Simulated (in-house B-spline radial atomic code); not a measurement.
Atomic self-consistent-field run: Pr3+ (an excited or competing configuration). All numbers are computed (scalar-relativistic (X2C) BP86, spin-polarised, spherical fractional occupations; Fermi nucleus of rms radius 4.8919 fm) with an all-electron radial atomic-structure program (B-spline basis), not measured.

Command:
```bash
python run_scf.py task.json out
```
Settings (nuclear radius in fm, mass in u):
```
Z                59
configuration    [Xe] 4f1 5f1
hamiltonian      x2c
method           b88,p86
spin_polarised   True
nucleus          fermi
rms_radius       4.8919
atomic_mass      140.90766
speed_of_light   137.035999084
```

Output (hartree, bohr):
```
 radial grid: 73 intervals, B-splines of order 8, outer radius 39.1892 bohr

 iter        energy (Eh)    residual
    1       -9222.554339    5.19e-01
    2       -9228.644094    4.84e-01
    3       -9235.111423    8.45e-02
    4       -9235.340212    2.24e-02
    5       -9235.349637    7.82e-03
    6       -9235.351564    2.71e-03
    7       -9235.351721    2.07e-04
    8       -9235.351722    3.32e-05
    9       -9235.351722    1.31e-06
   10       -9235.351722    9.36e-08

 total energy                     -9235.35172
 kinetic                            9937.2864
 electron-nucleus                 -22454.3407
 Hartree                            3499.8965
 exchange-correlation               -218.1938

 orbital      occ     eigenvalue          <r>       <r^2>       <1/r>       r_max
 1s up      1.000     -1534.9281    0.0234237 0.000755689     68.7175     0.01461
 1s down    1.000     -1534.9282    0.0234237 0.000755689     68.7175     0.01461
 2s up      1.000      -248.3021     0.102456   0.0124499     15.7613     0.08714
 2s down    1.000      -248.3020     0.102456   0.0124498     15.7614     0.08714
 2p up      3.000      -222.6302    0.0901743  0.00994132     14.2099     0.06987
 2p down    3.000      -222.6302     0.090174  0.00994125     14.2099     0.06987
 3s up      1.000       -54.9313     0.272083   0.0847208     5.62349      0.2493
 3s down    1.000       -54.9193     0.272043    0.084695     5.62451      0.2493
 3p up      3.000       -46.7709     0.270092   0.0846518     5.17677      0.2439
 3p down    3.000       -46.7589     0.270043   0.0846201     5.17778      0.2439
 3d up      5.000       -35.1648     0.247622   0.0722472     4.87392      0.2006
 3d down    5.000       -35.1555     0.247561   0.0722083     4.87488      0.2006
 4s up      1.000       -12.2293     0.619867    0.433528     2.32539      0.5784
 4s down    1.000       -12.1969     0.619822    0.433471      2.3255      0.5783
 4p up      3.000        -9.5413     0.654811    0.487334     2.11471      0.6028
 4p down    3.000        -9.5088     0.654789    0.487323     2.11474      0.6027
 4d up      5.000        -5.6587      0.71695    0.595114     1.84727      0.6324
 4d down    5.000        -5.6265     0.717115    0.595489     1.84695      0.6322
 5s up      1.000        -2.7210      1.42984     2.28785    0.938966       1.312
 5s down    1.000        -2.7024      1.43173     2.29308    0.936852       1.315
 5p up      3.000        -2.0041      1.61514     2.93229    0.814108       1.459
 5p down    3.000        -1.9876      1.61561     2.93214    0.813042       1.461
 4f up      1.000        -1.5356     0.932578     1.08511     1.36148      0.6602
 5f up      1.000        -0.4486      4.13831     19.3438    0.303241        3.74
```

Time taken, with all properties: 0.2 s on 1 thread of Arm Neoverse V1 (shared host).

One-electron X2C: radii and densities carry no picture-change correction, so inner-shell <1/r> comes out high (for 1s by about 2 % at Z = 33, 5 % at 54, 10 % at 75, 30 % at 118) and <r> low.
